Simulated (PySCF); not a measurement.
**TaNBr₂, singlet: molecular constants**

Level of theory: PBE0 in PySCF with Ta def2-SVP with ECP60, N def2-SVP, Br def2-SVP; scalar-relativistic core potentials, no spin–orbit coupling; density-fitted integrals.

The structure is a minimum.

Coordinates in bohr (charge 0 multiplicity 1):
```
Ta    0.0000    0.6395    0.8809
N     0.0000   -0.9601    3.6197
Br    3.8851   -0.6421   -1.3283
Br   -3.8851   -0.6421   -1.3283
```

```
Point group                                                                   : Cs
Bond lengths                                                                  : Ta–Br 2.460 Å (×2), Ta–N 1.678 Å
Bond angles                                                                   : Br–Ta–Br 113.4°, Br–Ta–N 105.7° (×2)
Principal quadrupole moments (Buckingham, traceless) about the centre of mass : -11.27, -2.61, 13.88 D Å
Rotational constants                                                          : 0.0798, 0.02441, 0.01972 cm⁻¹
Dipole moment                                                                 : 4.78 D
Zero-point energy                                                             : 12.5 kJ/mol
Entropy at 298.15 K and 1 bar                                                 : 359.4 J/(mol K)
Heat capacity Cp at 298.15 K                                                  : 72.5 J/(mol K)
Highest occupied level                                                        : -7.79 eV
Atomisation energy without zero-point energy                                  : 1363 kJ/mol
Principal polarisabilities                                                    : 51.1, 74.5, 93.1 bohr³
Lowest empty level                                                            : -3.91 eV
Rotational symmetry number                                                    : 1
Enthalpy at 298.15 K above 0 K                                                : 17.56 kJ/mol
```

Harmonic modes (masses in u: Ta 180.948, N 14.003, Br 78.918):
```tsv
symmetry	ω (cm⁻¹)	IR (km/mol)	type
a'	58	3.1	bend
a'	159	19.2	bend
a''	218	0.0	bend
a'	256	15.7	stretch
a''	292	53.8	mixed
a'	1115	87.6	stretch
```

Charges (e):
| atom | Mulliken | Löwdin | polar tensor | Mayer order to Ta1 |
| --- | --- | --- | --- | --- |
| Ta1 | 0.75 | -0.21 | 1.59 | – |
| N2 | -0.22 | -0.06 | -0.65 | 2.97 |
| Br3,4 | -0.26 | 0.14 | -0.47 | 1.17 |

Mulliken populations on Ta1 (electrons outside its core potential): s 2.43, p 6.29, d 3.43, f 0.10.

Outer orbital energies (eV). occupied: -10.30, -9.65, -9.61, -9.37, -8.92, -8.62, -7.80, -7.79; empty: -3.91, -2.93, -1.92, -0.19.

Formally Ta is in oxidation state +5, d0. The polar-tensor charge on Ta, 1.59, is far below the formal one.

Only a few start shapes were tried, so a lower isomer may exist. No spin–orbit coupling is included, which matters more the heavier the element.

The final relaxation and frequency run took about 5 core-minutes on a shared host.
